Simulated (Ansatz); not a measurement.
Reaction (redistribution): germanium tetrachloride + `[Cl][Al]([Cl])[I]` → `[Cl][Ge]([Cl])([Cl])[I]` + aluminium trichloride

Calculated with Ansatz (gas phase, PBE0-D4/def2-TZVP geometries, no zero-point term in ΔE). CCSD(T)/CBS is the MP2 limit (def2-TZVPP, def2-QZVPP) plus CCSD(T) − MP2 in def2-TZVPP, frozen cores. This one scheme is used for every species. Functionals use def2-TZVPP. B3LYP here is the variant with VWN-RPA as its local correlation; programs differ in this. HSE06 is defined as in plane-wave codes. Elements past krypton have def2 core potentials. For Ge, I outer-core shells are correlated without core-valence functions, which leaves a few kJ/mol of doubt a bond. Scalar relativity is left out up to krypton.

`[Cl][Ge]([Cl])([Cl])[Cl]`:

Cartesian coordinates in Å:
```
Cl -1.266 -1.104 1.286
Ge 0.000 0.000 0.000
Cl -1.167 0.982 -1.467
Cl 1.071 1.436 1.127
Cl 1.363 -1.313 -0.946
```

`[Cl][Al]([Cl])[I]`:

Z-matrix (Å, degrees):
```
Al
Cl 1 2.074
I 1 2.439 2 120.4
Cl 1 2.074 2 119.2 3 180.0
```

`[Cl][Ge]([Cl])([Cl])[I]`:

Z-matrix (Å, degrees):
```
Ge
Cl 1 2.124
Cl 1 2.124 2 108.3
I 1 2.477 2 110.6 3 121.3
Cl 1 2.124 2 108.3 3 -117.3
```

`[Cl][Al]([Cl])[Cl]`:

Cartesian coordinates in Å:
```
Cl 0.561 -1.941 0.443
Al 0.000 0.000 0.000
Cl -1.959 0.418 -0.518
Cl 1.398 1.523 0.075
```

| level | ΔE (kcal/mol) | difference from CCSD(T)/CBS |
| --- | --- | --- |
| PBE-D4 | -5.1 | 0.0 |
| PBE0-D4 | -4.6 | 0.5 |
| B3LYP-D4 | -5.9 | -0.8 |
| r2SCAN0-D4 | -4.7 | 0.4 |
| BHLYP-D4 | -5.4 | -0.3 |
| PBE-QIDH | -4.1 | 1.0 |
| revPBE | -4.8 | 0.3 |
| B3LYP | -5.5 | -0.4 |
| r2SCANh | -4.8 | 0.3 |
| r2SCAN0 | -4.6 | 0.5 |
| HSE06 | -4.4 | 0.7 |
| HF/def2-SVP | -3.5 | 1.6 |
| HF/def2-TZVPP | -3.6 | 1.5 |
| CCSD(T)/def2-TZVPP | -4.1 | 1.0 |
| SCS-MP2/def2-QZVPP | -4.9 | 0.2 |
| HF/CBS(def2) | -3.9 | 1.2 |
| CCSD(T)/CBS | -5.1 | 0 |

Largest T1 diagnostic among the species: 0.009.

At CCSD(T), def2-SVP lies +1.1 kcal/mol from the extrapolated value and def2-TZVPP +1.0 kcal/mol. Leaving LDA and LC-ωPBE aside and taking each functional with its dispersion term where it has one, the values, not all of them listed here, spread over 2.3 kcal/mol, from BLYP-D4 to PBE-QIDH. From BLYP to BHLYP (50 % exact exchange), in def2-TZVPP and without D4, ΔE moves by +1.1 kcal/mol.
